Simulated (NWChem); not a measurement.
Species: CH$_{6}$GeSi, singlet; SMILES [CH3][Ge][SiH3]

Results from NWChem. Low-valent species are run as closed-shell singlets; no triplet was tried in these runs. Coordinates come from a PBE-D3(BJ)/def2-SVP optimisation. Hybrids' shares of exact exchange are those that their runs print; pure functionals count as 0. The functionals differ in more than this share.

| row | share of exact exchange | highest occupied level (eV) |
|---|---|---|
| PBE/def2-SVP | 0.00 | -5.27 |
| BLYP/def2-SVP | 0.00 | -5.11 |
| B3LYP/def2-SVP | 0.20 | -6.05 |
| B3PW91/def2-SVP | 0.20 | -6.11 |
| MPW1K/def2-SVP | 0.43 | -6.98 |
| Hartree-Fock/def2-SVP | 1.00 | withheld |

Fit a straight line of the last column on the one before it, predict the withheld value, and compare with the run.


1. Means of the 5 shown rows: x = 0.166, y = -5.904. Slope Σ(x − x̄)(y − ȳ)/Σ(x − x̄)² = -0.5331/0.1271 = -4.194; intercept -5.208.
2. The shown rows scatter about the line by 0.061 (root mean square); the largest residual is +0.10, at BLYP/def2-SVP.
3. At x = 1.00 (Hartree-Fock/def2-SVP; beyond the shown range) the line gives -9.40.
4. The run gives -8.34, +1.06 from the line, 17.5 times the scatter.
